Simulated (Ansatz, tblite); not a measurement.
Species of one formula, PdN$_{2}$H$_{8}$ (singlet), each relaxed with r2SCAN-D4/def2-SVP in Ansatz.

In the def2 sets Pd takes a core potential, while STO-3G treats all electrons; there is no spin–orbit coupling. The xTB rows come from tblite. LC-ωPBE has ω = 0.4 bohr⁻¹. B3LYP takes the VWN-RPA correlation. Correlated methods freeze 2 core orbitals; core or outer-core shells of Pd are correlated, in sets that lack core-valence functions.

A: At CCSD(T)/def2-TZVP, B2PLYP/def2-TZVP the test of the restricted singlet for broken spin symmetry was undecided. B: At CCSD(T)/def2-TZVP, B2PLYP/def2-TZVP the test of the restricted singlet for broken spin symmetry was undecided.

Other spin states weren't relaxed.

A: cis-PdH2(NH3)2 (PdN₂H₈)

B: trans-PdH2(NH3)2 (PdN2H8)

Task: Estimate which lies lowest at each level, and how far above it the others are (kcal/mol).

Result: 
```json
{"level": "GFN1-xTB", "A": "0.0", "B": "8.4"}
{"level": "GFN2-xTB", "A": "0.0", "B": "7.8"}
{"level": "HF/STO-3G", "A": "24.1", "B": "0.0"}
{"level": "HF/def2-TZVP", "A": "0.0", "B": "7.6"}
{"level": "PBE-D4/def2-SVP", "A": "0.0", "B": "11.3"}
{"level": "PBE-D4/def2-TZVP", "A": "0.0", "B": "12.4"}
{"level": "r2SCAN-D4/def2-TZVP", "A": "0.0", "B": "12.1"}
{"level": "B3LYP-D4/def2-TZVP", "A": "0.0", "B": "12.8"}
{"level": "PBE0-D4/def2-SVP", "A": "0.0", "B": "11.2"}
{"level": "PBE0-D4/def2-TZVP", "A": "0.0", "B": "11.7"}
{"level": "LC-ωPBE/def2-TZVP", "A": "0.0", "B": "10.8"}
{"level": "B2PLYP/def2-TZVP", "A": "0.0", "B": "13.4"}
{"level": "RPA@PBE/def2-TZVP", "A": "0.0", "B": "12.5"}
{"level": "MP2/def2-TZVP", "A": "0.0", "B": "18.0"}
{"level": "CCSD/def2-TZVP", "A": "0.0", "B": "12.6"}
{"level": "CCSD(T)/def2-TZVP", "A": "0.0", "B": "12.5"}
```
Point groups (tolerance 0.1 Å): A C2v, B not assigned. A and B have the same bonds, so they are conformers or stereoisomers.
